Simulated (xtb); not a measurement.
C2H8GaP, SMILES [CH3][Ga]([CH3])[PH2]. All values are semi-empirical tight-binding results from xtb (GFN2-xTB unless named), good for trends rather than for accurate numbers. Geometry: GFN2-xTB. The structure was generated by enumeration; whether it is a known compound was not checked. Other conformers were not sampled.

For metal compounds this method's bond lengths and energies can be far off.

| Quantity | Result |
|---|---|
| orbital gap | 3.70 eV |
| zero-point energy | 52.4 kcal/mol |
| G − E(el) at 298.15 K (modified RRHO) | 30.4 kcal/mol |
